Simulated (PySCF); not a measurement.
Compound: CH7BGe.
SMILES with atom numbers: `[BH2:1][GeH2:2][CH3:3]` (hydrogens: H4, H5 on B1; H6, H7 on Ge2; H8, H9, H10 on C3)

Cartesian coordinates in Å at the PBE0-D3(BJ)/def2-SVP level; atoms count from 1:
```xyz
10
CH7BGe angstrom
B      1.9000   -0.2137   -0.0342
Ge     0.0491    0.6405   -0.3353
C     -1.3290   -0.6344    0.2611
H      2.3936   -0.9412   -0.8638
H      2.5011   -0.0519    1.0020
H     -0.2158    0.9700   -1.8215
H     -0.1373    1.9488    0.4657
H     -1.2076   -0.8640    1.3292
H     -1.2696   -1.5703   -0.3120
H     -2.3237   -0.1921    0.1089
```

The calculation used EOM-IP-CCSD/aug-cc-pVDZ in PySCF, restricted Hartree–Fock reference, 11 core orbitals frozen, non-relativistic, gas phase, PBE0-D3(BJ)/def2-SVP geometry.

Hartree–Fock orbital energies give these Koopmans values (eV): HOMO 10.77, HOMO-1 11.80, HOMO-2 11.99, HOMO-3 13.68, HOMO-4 15.10, HOMO-5 15.22, HOMO-6 17.48, HOMO-7 19.89.

Task: What vertical ionisation energies does EOM-IP-CCSD give?

Result: 
| leading hole (HF orbital) | Koopmans (eV) | EOM-IP-CCSD (eV) | change (eV) | one-hole share |
| --- | --- | --- | --- | --- |
| HOMO | 10.77 | 10.20 | -0.57 | 0.96 |
| HOMO-1 | 11.80 | 11.12 | -0.68 | 0.95 |
| HOMO-2 | 11.99 | 11.35 | -0.64 | 0.95 |
| HOMO-3 | 13.68 | 12.91 | -0.77 | 0.94 |
| HOMO-4 | 15.10 | 14.11 | -0.99 | 0.95 |
| HOMO-5 | 15.22 | 14.23 | -0.99 | 0.95 |
| HOMO-6 | 17.48 | 16.18 | -1.30 | 0.89 |
| HOMO-7 | 19.89 | 17.99 | -1.90 | 0.82 |

Task: Does the order of the lines follow the orbital energies?

Result: Yes, no two lines change places. The corrections run from -1.90 to -0.57 eV, with a mean of -0.98 eV over the 8 lines; no line lies above its Koopmans value.

Task: At what kinetic energies would He II light (40.81 eV) eject these electrons?

Result: 30.61 eV (HOMO), 29.69 eV (HOMO-1), 29.46 eV (HOMO-2), 27.90 eV (HOMO-3), 26.70 eV (HOMO-4), 26.58 eV (HOMO-5), 24.63 eV (HOMO-6), 22.82 eV (HOMO-7).

Lines less than 0.15 eV apart could change places at a higher level. One root was sought for each valence orbital with −ε under 21 eV, eight at most, so deeper holes and satellites are missing; no vibrational structure.

One conformer stands for the species.
